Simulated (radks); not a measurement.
The numbers below are computed, except where a source is named.
Species: Gd47+. Configuration: [Ne] 3s2 3p5 (the NIST ground configuration). Code: a radial shooting solver on a logarithmic mesh with Libxc functionals. Model: Dirac Kohn-Sham, exchange-only PBE, spin-unpolarised, spherical densities, finite nucleus; open shells fill j = l - 1/2 first; Fermi nuclear charge, rms radius 5.1569 fm. Some entries of the table are withheld. Estimate them.

orbital  occ.  eigenvalue (eV)  r(max) (bohr)  <1/r> (bohr^-1)
1s1/2       2        -53126.43        0.01392              (1)
2s1/2       2        -11242.04        0.07880            17.28
2p1/2       2              (2)            (3)              (4)
2p3/2       4              (5)            (6)              (7)
3s1/2       2              (8)         0.2131            6.885
3p1/2       2        -4215.062         0.1994            6.815
3p3/2       3        -4036.253         0.2097            6.292
3d3/2       0        -3830.430         0.1624            6.166
3d5/2       0        -3787.867         0.1653            6.035
4s1/2       0        -2280.715         0.4277            3.599

Answer. 
(1) 1s1/2 <1/r> (bohr^-1): 71.65
(2) 2p1/2 eigenvalue (eV): -10858.71
(3) 2p1/2 r(max) (bohr): 0.05952
(4) 2p1/2 <1/r> (bohr^-1): 17.22
(5) 2p3/2 eigenvalue (eV): -10149.00
(6) 2p3/2 r(max) (bohr): 0.06525
(7) 2p3/2 <1/r> (bohr^-1): 15.23
(8) 3s1/2 eigenvalue (eV): -4358.758
